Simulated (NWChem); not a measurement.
Molecule: SnH$_{2}$O$_{2}$ClF; SMILES [OH][Sn]([OH])([F])[Cl]

```xyz
7

O      1.9217     0.7719     0.1400
Sn     0.0104     0.2565     0.0453
O     -0.8276     1.1297    -1.5349
F     -0.9809     0.8890     1.6034
Cl    -0.1211    -2.0782     0.0637
H      2.0035     1.6926    -0.1843
H     -1.7922     1.1962    -1.3790
```
Atoms are numbered in this order, from 1.

Level: PBE-D3(BJ)/def2-SVP with def2 effective core potentials on Sn (NWChem), optimised geometry, unscaled harmonic frequencies. def2 effective core potentials on Sn; no spin-orbit coupling.

### Question
List the harmonic frequencies with IR intensities, and the thermochemistry.

### Answer
```tsv
frequency (cm⁻¹)	IR intensity (km/mol)
80	53.9
94	11.3
127	4.9
143	14.0
162	30.3
171	31.1
209	107.7
378	42.5
593	33.0
617	62.9
628	63.4
874	59.2
894	73.5
3684	91.7
3687	71.1
```

The zero-point energy comes out as 17.6 kcal/mol, the thermal correction to the enthalpy at 298.15 K (with zero-point energy) is 23.5 kcal/mol and the heat capacity Cv comes out as 24.9 cal/(mol K). The entropy at 298.15 K and 1 atm (symmetry number 1) is 92.8 cal/(mol K).

Rigid rotor and harmonic oscillator; modes under 100 cm⁻¹ make the entropy uncertain.
